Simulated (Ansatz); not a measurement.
A structure relaxed at PBE-D4/def2-SVP in Ansatz, charge 0, singlet:

| atom | x (Å) | y (Å) | z (Å) |
| --- | --- | --- | --- |
| Na1 | -0.7461 | 2.9838 | -2.7420 |
| Cl2 | -1.3113 | 0.8113 | -4.0888 |
| Na3 | -3.3031 | 0.7226 | -2.3363 |
| Cl4 | -2.8969 | 3.0422 | -1.1862 |
| Na5 | -1.2507 | 2.1514 | 0.6786 |
| Cl6 | 0.9571 | 2.3389 | -0.8603 |
| Na7 | 2.4944 | 0.5809 | 0.3384 |
| Cl8 | 1.8532 | -1.7222 | -0.9231 |
| Na9 | -0.1240 | -0.8676 | -2.4256 |
| Cl10 | -2.2816 | -1.1475 | -0.8235 |
| Na11 | -1.1026 | -1.8449 | 1.4106 |
| Cl12 | -0.5090 | 0.5126 | 2.5879 |
| Cl13 | 3.5717 | -0.6077 | 2.4336 |
| Na14 | 2.6825 | -2.8345 | 1.2930 |
| Cl15 | 0.6137 | -3.2436 | 2.8468 |
| Na16 | 1.3527 | -0.8756 | 3.7969 |

Q: Give its formula.

A: Na8Cl8 (started as a model of: (NaCl)8 cage of four- and six-membered rings).

Q: Summarise the bond lengths by kind (pairs closer than 1.2 times the sum of covalent radii, bridged metal pairs left out).

A: 24 × Cl–Na 2.61 to 2.70 Å.
